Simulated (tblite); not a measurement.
Species: C3H13AsGeN2.
Numbering: `[CH3:1][CH2:2][CH2:3][Ge:4]([NH2:5])([NH2:6])[AsH2:7]` (hydrogens: H8, H9, H10 on C1; H11, H12 on C2; H13, H14 on C3; H15, H16 on N5; H17, H18 on N6; H19, H20 on As7)

Structure used (GFN2-xTB), in Å, numbered top down from 1:
```xyz
20
C3H13AsGeN2 angstrom
C      2.9443    0.8609   -0.2073
C      1.4210    0.8567   -0.2302
C      0.8424   -0.5094    0.1006
Ge    -1.1783   -0.5064   -0.0172
N     -1.7554   -0.9990    1.6629
N     -1.9086   -1.8676   -1.0211
As    -2.0335    1.5876   -0.9233
H      3.3091    0.5690    0.7755
H      3.3381    0.1588   -0.9398
H      3.3315    1.8512   -0.4383
H      1.0746    1.1675   -1.2243
H      1.0475    1.5931    0.4894
H      1.1333   -0.8107    1.1061
H      1.2427   -1.2544   -0.5890
H     -2.7489   -1.1791    1.7196
H     -1.5173   -0.3535    2.4038
H     -1.7517   -2.7896   -0.6386
H     -1.6294   -1.8850   -1.9926
H     -1.7594    2.2745    0.3896
H     -3.4073    1.2460   -0.4290
```

Computed with GFN2-xTB (tblite): harmonic, unscaled wavenumbers at the GFN2-xTB geometry, gas phase. This tight-binding method is rough: wavenumbers can miss measured ones by several per cent, in bad cases by 10 to 20. Modes of hydrogen on arsenic can be 10 to 20 % off. One conformer, not necessarily the lowest. The optimisation stopped once no atom felt more than 0.01 eV/Å.

Lowest wavenumbers of the output (negative numbers stand for imaginary wavenumbers):
```
mode    cm-1
  1     -21.6
  2      62.8
  3      68.3
  4     100.1
  5     107.6
  6     143.3
  7     167.6
  8     178.6
  9     188.6
 10     207.1
 11     218.2
 12     232.0
 13     255.4
 14     302.2
 15     538.5
```

Question: Is this structure a minimum?

Answer: Not by this Hessian. 1 mode is imaginary beyond 20i (22i cm⁻¹), so at this level the point lies at or near a first-order saddle. The curvature is small, so loose convergence or finite differences may be the whole cause.

Question: Which atoms move in the imaginary mode?

Answer: 22i: C2 (chain CH2 carbon) 20 %, C3 (sp3 carbon bound to germanium) 10 %. These are shares of the mass-weighted motion.

Question: What is the remedy?

Answer: Step along that mode in both directions, optimise again with tighter thresholds and repeat the frequencies. The zero-point energy of this point (97.8 kcal/mol) counts the 53 real modes alone, and thermal corrections from it aren't those of a minimum.
